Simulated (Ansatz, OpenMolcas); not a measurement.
# OpenMolcas → Ansatz

OpenMolcas 26.06 runs this on BNH3F3 (SMILES [NH3+][B-](F)(F)F):

coord.xyz:
```
8

N     -0.898177    -0.249988    -0.035060
B      0.135123    -0.158888    -1.348860
F      1.124723    -1.057988    -1.058860
F     -0.647777    -0.509688    -2.414660
F      0.547223     1.145712    -1.360160
H     -1.676677     0.389712    -0.158760
H     -0.006300     0.194600     1.496700
H     -1.260677    -1.193688     0.058540
```

run.input:
```
* BF3H3N Hartree-Fock

&GATEWAY
 BASLIB=$CurrDir
 COORD=coord.xyz
 BASIS=STO-3G
 GROUP=NoSym

&SEWARD

&SCF
 THRESHOLDS=1e-10 1e-07 1e-07 1e-05
 PRORBITALS=0
```

```bash
$ export MOLCAS_MEM=1860
$ pymolcas run.input > run.log
```

(Basis files named in the input come from the Basis Set Exchange and aren't shown.)

The N1–H7 distance was set to 1.827 Å, away from the relaxed value.

A bond is far stretched, where a restricted reference may be unsound.

It gives a total energy of -373.916897 Eh.

**Question.** Write the same calculation for Ansatz 0.2.0 as an input file of the program's own.

**Answer.** For example:

job.yaml:
```yaml
crystal:
  periodic: [false, false, false]
  atoms:
    - {symbol: N, position_ang: [-0.898177, -0.249988, -0.035060]}
    - {symbol: B, position_ang: [0.135123, -0.158888, -1.348860]}
    - {symbol: F, position_ang: [1.124723, -1.057988, -1.058860]}
    - {symbol: F, position_ang: [-0.647777, -0.509688, -2.414660]}
    - {symbol: F, position_ang: [0.547223, 1.145712, -1.360160]}
    - {symbol: H, position_ang: [-1.676677, 0.389712, -0.158760]}
    - {symbol: H, position_ang: [-0.006300, 0.194600, 1.496700]}
    - {symbol: H, position_ang: [-1.260677, -1.193688, 0.058540]}
basis:
  gaussian:
    orbitals: STO-3G
hamiltonian:
  xc: hf
accuracy: high
output: {orbitals: {seedname: orbitals}}
```

```bash
$ ansatz run job.yaml --threads 1 --pin off --max-ram 3480MiB --events-out events.jsonl --progress --plain --runs-dir runs
```

Its energy is -373.916897 Eh, 0.000 mEh from the first.
